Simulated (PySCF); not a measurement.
SMILES c1c(Cl)ccc(c1)[Si](C)(C)C at its GFN2-xTB optimised geometry (Å):

```
24

C     -0.3776    -3.4357    -1.5569
Si    -0.8634    -2.4475     0.0021
C     -2.7419    -2.1271    -0.0031
C     -0.3794    -3.4231     1.5696
C      0.0912    -0.8019     0.0000
C     -0.5527     0.4312     0.0003
C      0.1540     1.6204     0.0003
C      1.5378     1.5830    -0.0001
Cl     2.4360     3.0638     0.0002
C      2.2117     0.3730     0.0000
C      1.4833    -0.8019     0.0000
H      0.6866    -3.6492    -1.5755
H     -0.6169    -2.8886    -2.4640
H     -0.9028    -4.3857    -1.5982
H     -3.0550    -1.5659     0.8720
H     -3.0506    -1.5716    -0.8834
H     -3.2908    -3.0638    -0.0014
H      0.6879    -3.6198     1.5994
H     -0.8899    -4.3805     1.6098
H     -0.6352    -2.8758     2.4721
H     -1.6314     0.4670     0.0004
H     -0.3606     2.5690     0.0010
H      3.2908     0.3555    -0.0001
H      2.0130    -1.7430    -0.0006
```

Level of theory: B3LYP/def2-SVP (PySCF 2.14.0). Cells within 0.4 Å of a nucleus heavier than hydrogen are left out (blank, or x).

Map of the Laplacian of the electron density (e/bohr⁵) on the plane z = 1.5 Å:

```
|8888888888888888888888888|
|8888888888888888888888888|
|8888888888888888888888888|
|8888888888888888888888888|
|8888888888888888888888888|
|8888888888888888888888888|
|8888888888888888888888888|
|8888888888888888888888888|
|8888888888888888888888888|
|8888888888888888888888888|
|8888888888888888888888888|
|8888888888888888888888888|
|8888888888888888888888888|
|8888888888888888888888888|
|8888888888888888888888888|
|8888899888888888888888888|
|8888899888888888888888888|
|8888888888999888888888888|
|8888888889999998888888888|
|88888888898x9798888888888|
|88888888897x5069888888888|
|8888888889169998888888888|
|8888888889699988888888888|
|8888888888988888888888888|
|8888888888888888888888888|
```
Scale: ten equal steps from -1.11 (start of '0') to 0.174 (end of '9'), in the order '0123456789'; x runs from -5.50 to 5.50, y from -5.50 (bottom) to 5.50 (top).
